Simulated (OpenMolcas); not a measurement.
W4+ with 6 ligands (fluoride) in trigonal antiprismatic coordination (D3d) at 1.97 Å, a polar angle of 58.0° against the regular 54.74°. A charge of +0.333 e stands 2.4 Å behind each ligand. Ligand basis ANO-RCC-VDZP.
```
W     0.0000    0.0000    0.0000
F     0.0000    1.6710    1.0434
F    -1.4471   -0.8355    1.0434
F     1.4471   -0.8355    1.0434
F     0.0000   -1.6710   -1.0434
F     1.4471    0.8355   -1.0434
F    -1.4471    0.8355   -1.0434
```

```json
{
  "Program": "OpenMolcas 26.06",
  "Method": "SS-CASPT2, IPEA 0.25 Eh, imaginary shift 0.1 Eh (the lowest 17 gerade and 15 ungerade orbitals frozen, chosen by energy and not by shell, so the metal 5p can be frozen and 4f correlated)",
  "Basis": "ANO-RCC-VTZP [8s7p5d3f2g1h]",
  "Scalar Hamiltonian": "DKH2, point nucleus",
  "Active space": "2 electrons in 5 orbitals (5d)",
  "State averaging": "2S+1 = 3 even, 10 roots; 2S+1 = 1 even, 15 roots",
  "Spin-orbit coupling": "state interaction with AMFI integrals over the reference wave functions"
}
```

Task: What is the spin-free ground state (labels of D3, the rotations of D3d)?

Result: 3E, 2-fold in its orbital part; it has the highest spin that d2 allows.

Task: Where is the first state of the same spin?

Result: 3A2 at 1200 cm-1 above the ground state.

Task: What are the lowest two levels with spin-orbit coupling?

Result: A 2-fold level E with g = 0.00, 0.00, 0.94, then a 2-fold level E 220 cm-1 above it. Their leading multiplicities are 3 (95 %) and 3 (94 %).

Task: What is χT at 300 K, and how does it compare with the textbook value?

Result: The lowest level has 2S+1 = 3, for which the spin-only value is χT = S(S+1) / 2 = 1.000 cm3 K/mol (g = 2). The computed 0.154 at 300 K differs by -0.846, through orbital momentum, spin-orbit coupling and any other state in reach.

Roots that are degenerate in the reference are averaged as groups; the widest CASPT2 spread within a group is 99 cm-1 (the 2-fold group of multiplicity 3 near 32500 cm-1 above the lowest state of its run). Shifts and gaps below about the spread of the groups concerned are not significant. Over all roots computed the reference weight is 0.70 to 0.71; a low but even weight reflects the number of correlated electrons. An orbital doublet at a regular site is open to a Jahn-Teller distortion, which this geometry leaves out. The least metal-like active orbital is 77 % on the metal (Löwdin) and no ligand orbital is active, so the numbers are rough. Ligand-to-metal charge-transfer states are missing. With no ligand orbital active B as a rule stays too high, so bands that hang on it stand too high and its fall with covalency is understated. With one d shell and no ligand orbital active, 10Dq can be off by a tenth or more. No measured value stands beside these numbers; the geometry was imposed, not optimised, and the real ion may take another.

With an even number of electrons the g values are those of a degenerate or nearly degenerate non-Kramers pair.
